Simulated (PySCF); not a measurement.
```xyz
4
charge 0 multiplicity 1, angstrom
As    0.0000    0.0000   -0.3840
F     1.4850    0.0000    0.5026
F    -0.7425    1.2860    0.5026
F    -0.7425   -1.2860    0.5026
```

Level of theory: B3LYP in PySCF with As def2-TZVP, F def2-TZVP; no relativity; density-fitted integrals.

This geometry of AsF₃ is a stationary point at this level.

(1) What is the point group?

(2) Is it a minimum?

(3) Which band is strongest in the infrared?

(4) Give the ideal-gas entropy at 298.15 K and 1 bar by parts.

Answers

(1) C3v.

(2) Yes: all harmonic wavenumbers are real.

(3) 681 cm⁻¹ (e), 265 km/mol.

(4) translation 169.7, rotation 96.7, vibration 23.7, spin 0.0; total 290.2 J/(mol K).
